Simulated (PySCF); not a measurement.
## SeBr⁺: from constants to spectrum

UHF-CCSD(T) constants of SeBr⁺, ³Σ⁻ (triplet), unpaired electrons π ↑↑ (Se cc-pVDZ-PP with ECP10, Br cc-pVDZ-PP with ECP10; scalar-relativistic core potentials (PySCF 2.14); masses 79.9165 and 78.9183 u):

| Property | Result |
| --- | --- |
| ωe | 360.5 cm⁻¹ |
| ωexe | 1.19 cm⁻¹ |
| Be | 0.0867 cm⁻¹ |
| αe | 0.000334 cm⁻¹ |
| D (centrifugal) | 2.01e-08 cm⁻¹ |
| De to Se⁺ + Br | 2.19 eV |

**Question.** Give the vibrational terms G(v) and spacings up to v = 6.

**Answer.** G(v) = ωe(v+½) − ωexe(v+½)².

```json
{"v": "0", "G(v) (cm⁻¹)": "180.0", "G(v) − G(v−1)": "", "Bv (cm⁻¹)": "0.08653"}
{"v": "1", "G(v) (cm⁻¹)": "538.1", "G(v) − G(v−1)": "358.1", "Bv (cm⁻¹)": "0.08620"}
{"v": "2", "G(v) (cm⁻¹)": "893.8", "G(v) − G(v−1)": "355.7", "Bv (cm⁻¹)": "0.08586"}
{"v": "3", "G(v) (cm⁻¹)": "1247.2", "G(v) − G(v−1)": "353.4", "Bv (cm⁻¹)": "0.08553"}
{"v": "4", "G(v) (cm⁻¹)": "1598.2", "G(v) − G(v−1)": "351.0", "Bv (cm⁻¹)": "0.08520"}
{"v": "5", "G(v) (cm⁻¹)": "1946.8", "G(v) − G(v−1)": "348.6", "Bv (cm⁻¹)": "0.08486"}
{"v": "6", "G(v) (cm⁻¹)": "2293.0", "G(v) − G(v−1)": "346.2", "Bv (cm⁻¹)": "0.08453"}
```

**Question.** How well does the Morse estimate ωe²/(4ωexe) reproduce De, and what is D0?

**Answer.** It gives 3.39 eV, 155 % of the computed De. D0 = De − G(0) = 2.19 − 0.02 = 2.17 eV.

Correlated steps freeze 8 core orbitals. Correlated levels converge slowly with the basis: in double zeta they bind strong bonds too weakly, by up to about 1 eV, and carry superposition errors of some tenths. Spin–orbit coupling is left out. For an ion De counts to the pair picked by the measured ionisation energies or electron affinities, which need not be the lowest pair at this level. The state was picked by a PBE0 search and need not be the measured ground state.
